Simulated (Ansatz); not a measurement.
Z-matrix (Å, degrees):
```
C
C 1 1.515
H 1 1.091 2 110.5
H 1 1.093 2 110.1 3 119.5
H 1 1.093 2 110.9 3 -120.4
C 2 1.517 1 112.1 3 -179.4
O 2 1.409 1 108.5 3 -56.6
H 2 1.099 1 108.4 3 61.0
H 6 1.093 2 110.9 1 -59.4
H 6 1.094 2 110.1 1 60.2
H 6 1.093 2 110.8 1 -179.6
Al 7 1.677 2 138.6 1 -172.5
C 12 1.930 7 121.3 2 177.0
F 12 1.655 7 118.9 2 -3.3
H 13 1.094 12 110.8 7 -115.6
H 13 1.092 12 111.5 7 4.8
H 13 1.093 12 111.1 7 125.9
```

Charge 0, multiplicity 1.

Question: List the ωB97M-V/def2-TZVPP orbital energies in eV (Ansatz). (Best estimate.)

Answer: Computed: Occupied: -1531.91, -676.31, -525.54, -282.87, -281.07, -280.97, -280.83, -116.54, -76.21, -76.06, -75.99, -34.46, -30.50, -24.23, -22.01, -21.86, -19.04, -16.52, -15.38, -15.14, -14.74, -13.99, -13.92, -13.56, -13.52, -13.31, -13.21, -12.70, -12.38, -11.14, -10.67, -10.49. Lowest empty: 1.31, 1.64, 2.83, 3.17, 3.74, 3.99, 4.27, 4.37.
